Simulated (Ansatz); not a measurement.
The cluster Cs3F2. The state is a doublet with charge 0. Geometry PBE-D4/def2-TZVP.

```csv
atom,x (Å),y (Å),z (Å)
Cs1,1.611,2.712,0.110
Cs2,-1.954,-0.100,2.476
Cs3,0.222,-1.674,-1.655
F4,-1.342,-1.582,0.471
F5,1.463,0.644,-1.403
```

In the def2 sets Cs takes a core potential; there is no spin–orbit coupling. HSE06 is defined as in plane-wave codes, on full-range PBE exchange. Another isomer (doublet) lies 0.22 eV lower at PBE0-D4/def2-TZVP; other spin states weren't run for this one.

(1) Estimate the α-spin orbital energies around the gap (eV) in Ansatz with PBE-D4/def2-TZVP, r2SCAN-D4/def2-TZVP, r2SCANh-D4/def2-TZVP, PBE0-D4/def2-TZVP, HSE06-D4/def2-TZVP.

Results:

(1) 
```tsv
orbital	PBE-D4/def2-TZVP	r2SCAN-D4/def2-TZVP	r2SCANh-D4/def2-TZVP	PBE0-D4/def2-TZVP	HSE06-D4/def2-TZVP
HOMO−5	-5.71	-6.03	-6.72	-7.51	-7.10
HOMO−4	-5.70	-6.01	-6.70	-7.49	-7.08
HOMO−3	-5.69	-6.01	-6.70	-7.49	-7.07
HOMO−2	-5.63	-5.92	-6.60	-7.38	-6.97
HOMO−1	-5.56	-5.84	-6.51	-7.29	-6.88
HOMO	-1.83	-1.78	-1.92	-2.15	-1.86
LUMO	-1.06	-0.85	-0.75	-0.69	-0.97
LUMO+1	-0.80	-0.63	-0.51	-0.40	-0.65
LUMO+2	-0.70	-0.38	-0.28	-0.37	-0.64
LUMO+3	-0.48	-0.14	-0.06	-0.12	-0.39
LUMO+4	-0.26	-0.04	0.05	0.07	-0.19
LUMO+5	-0.14	0.15	0.22	0.19	-0.07
β HOMO	-5.55	-5.84	-6.51	-7.28	-6.88
β LUMO	-1.39	-1.04	-0.98	-0.85	-1.15
```
